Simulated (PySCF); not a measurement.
**Computed properties of ZnHI, SMILES [ZnH][I]**

ZnHI, SMILES [I][ZnH]. Geometry: B3LYP-D3(BJ)/def2-TZVP. The def2 effective core potentials stand for the cores of I; spin–orbit coupling is left out. Other conformers were not sampled. All values are computed for the isolated molecule unless a solvent is named; none is compared with measurement here.

**Structure.** The optimised structure has C∞v symmetry. All 4 harmonic modes at B3LYP-D3(BJ)/def2-TZVP (PySCF) are real, so it is a minimum.

**Vibrations.** The strongest infrared lines (harmonic, unscaled, degenerate partners summed) lie at 1929 cm⁻¹ (125 km/mol, H 98 %), 413 cm⁻¹ (105 km/mol, H 96 %), 252 cm⁻¹ (15 km/mol, Zn 65 %, I 34 %). The softest mode is at 252 cm⁻¹ and the zero-point energy is 4.3 kcal/mol.

**Electronic structure.** CAM-B3LYP/def2-TZVPD (PySCF) places the frontier levels at -8.92 and -0.17 eV, a gap of 8.75 eV, and gives a dipole moment of 1.33 D and a mean polarisability of 62.3 bohr³. PBE/def2-TZVPD (PySCF) at the same geometry gives -6.61 and -1.68 eV, so its gap is 3.82 eV narrower. An orbital gap is neither the optical nor the fundamental gap.

**Excitations.** TDA-B3LYP/def2-TZVPD (PySCF) has S1 at 5.31 eV (233 nm, f = 0.062, bright); the most intense of the 10 singlets computed lies at 5.31 eV (f = 0.06). Strengths of degenerate partners are summed. T1 (TDA) is at 4.98 eV, 0.33 eV under S1. No vertical singlet excitation falls in the visible range (under 3.1 eV).
